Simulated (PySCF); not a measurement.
# Dipole response of Er²⁹⁺ (erbium, charge +29)

[Kr] 4d3, high-spin 4F determinant. All numbers are calculated (PySCF 2.14, the non-relativistic Hamiltonian (point nucleus), in an even-tempered Gaussian basis (18 s from 2.2 bohr⁻², ratio 2.5; 12 p from 2.8 bohr⁻², ratio 2.5; 9 d from 2.8 bohr⁻², ratio 2.5; 4 f from 13 bohr⁻², ratio 2.7; 3 g from 19 bohr⁻², ratio 2.7)). Coupled (time-dependent) response in atomic units; α is the mean over directions.

```json
{"method": "UHF", "mean α (bohr³)": "0.08248", "C₆ (like pair)": "0.04065", "S(−4)": "0.001937"}
```

S(−4) is the Cauchy moment in α(ω) = α(0) + S(−4) ω² + …

Spin-orbit coupling is absent.

α(iu) at UHF:

| u (hartree) | α(iu) (bohr³) |
| --- | --- |
| 0 | 0.08247 |
| 0.800 | 0.08126 |
| 1.60 | 0.07786 |
| 3.20 | 0.06723 |
| 4.80 | 0.05572 |
| 6.40 | 0.04590 |
| 8.00 | 0.03820 |
| 12.0 | 0.02589 |
| 16.0 | 0.01917 |
| 24.0 | 0.01241 |
| 40.0 | 0.007140 |

A single London oscillator, α(iu) = α/(1 + u²/ω²), gives C₆ = (3/4) ω α². Matching the computed C₆ needs ω = 4 × 0.04065 / (3 × 0.08248²) = 7.97 hartree.

For an ion, C₆ is the dispersion term alone; charge-induced terms of lower order in 1/R come first.

A non-relativistic calculation at this Z misses sizeable relativistic shifts. Spin-orbit coupling is strong in this species (close to jj coupling), so the high-spin LS determinant is a model state, not a physical level.
